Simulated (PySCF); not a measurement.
Compound: CH5AsGeN2.
Numbering: `[N:1]#[C:2][Ge@H:3]([NH2:4])[AsH2:5]` (hydrogens: H6 on Ge3; H7, H8 on N4; H9, H10 on As5)

A GFN2-xTB structure was refined with PBE0-D3(BJ)/def2-SVP geometry optimisation, gas phase (PySCF). Its GFN2-xTB values:

```tsv
coordinate	GFN2-xTB
N1≡C2	1.145 Å
C2–Ge3	1.936 Å
Ge3–N4	1.823 Å
Ge3–As5	2.394 Å
Ge3–H6	1.546 Å
N4–H7	1.010 Å
As5–H9	1.499 Å
N1–C2–Ge3	177.3°
C2–Ge3–N4	102.0°
C2–Ge3–As5	115.4°
N4–Ge3–As5	108.7°
```

**Question.** How do these coordinates change at the PBE0-D3(BJ)/def2-SVP level?

**Answer.** 
```tsv
coordinate	PBE0-D3(BJ)/def2-SVP (Å or °)	change
As5–H9	1.523	+0.024
Ge3–As5	2.411	+0.017
N1≡C2	1.160	+0.015
N4–H7	1.017	+0.007
C2–Ge3	1.932	-0.004
Ge3–N4	1.827	+0.004
Ge3–H6	1.545	-0.001
C2–Ge3–As5	111.7	-3.7
C2–Ge3–N4	104.0	+2.0
N1–C2–Ge3	178.8	+1.5
N4–Ge3–As5	107.6	-1.1
```

The energy falls by 2.1 kcal/mol over 14 energy and gradient evaluations, the largest force component goes from 0.0378 to 3.2e-04 Eh/bohr, and the atoms move by 0.130 Å rms after alignment. Among the bonds, As5–H9 and As5–H10 change most and about equally (+0.023 to +0.024 Å). Bonds longer at the end by more than 0.005 Å: 6 of 9; shorter: 0. Among the dihedrals that turn most is H6–Ge3–N4–H7, from 82° to 64°. Rotational constants go from 3274, 1171, 947.6 to 3104, 1196, 954.0 MHz.

The run used 131 basis functions and 95 SCF cycles in all. Hardware: an x86-64 server with one thread (shared host). Cost: 2.1 min of wall time.

No PBE0-D3(BJ)/def2-SVP frequencies stand behind this structure, so it isn't proved a minimum. The numbers are those of one conformer.
